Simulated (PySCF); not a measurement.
IK, triplet, at the geometry of the source list (a higher spin typed on purpose: for a closed-shell molecule this is an excited state) (all electrons, no relativity) (in this run its highest filled SCF level lies above zero, so its values depend strongly on the basis, on diffuse functions most of all). Base run: PySCF with PBE0/STO-3G.

Input for PySCF:
```python
from pyscf import gto, scf, dft

mol = gto.M(
    atom='''
K    -1.05890000   -0.75220000   -0.90220000
I     1.05890000    0.75220000    0.90220000
''',
    basis='sto-3g',
    spin=2,
    verbose=5,
)

mf = dft.UKS(mol)
mf.xc = 'pbe0'
mf.kernel()
mf.analyze()
```

Each row names what was changed in the base input (with any setting that the change needs).

```tsv
change	E (Eh)	HOMO (eV)	dipole (D)	<S^2>	core-seconds (rough)	outcome
base	-7446.12506	0.40	2.64	2.000	3	converged
functional = wb97x	-7446.75091	-1.24	2.64	2.001	6	converged
functional = pbe0; dispersion = d3zero	-7446.12540	0.40	2.64	2.000	3	converged
functional = b3lyp	-7446.56584	0.54	2.65	2.000	3	converged
functional = m06	-7446.42726	0.58	2.45	2.000	9	converged
functional = bp86	-	-	-	-	-	not converged
functional = camb3lyp	-7446.79221	-0.62	2.62	2.000	6	converged
functional = lc_wpbe	-7445.75829	-1.67	2.63	2.001	7	converged
functional = o3lyp	-7448.40347	0.93	2.69	2.000	3	converged
functional = pbe0; dispersion = d3bj	-7446.12619	0.40	2.64	2.000	3	converged
functional = x3lyp	-7446.35623	0.55	2.65	2.000	3	converged
functional = wb97m_v	-7446.73597	-1.48	2.71	2.000	20	converged
functional = tpss	-7446.25099	1.13	2.70	2.000	6	converged
```

Totals shift with the method and basis; they matter in differences.

Open shells are given as the SCF converged; they aren't shown to be the lowest states, and a large step between rows can be another state.
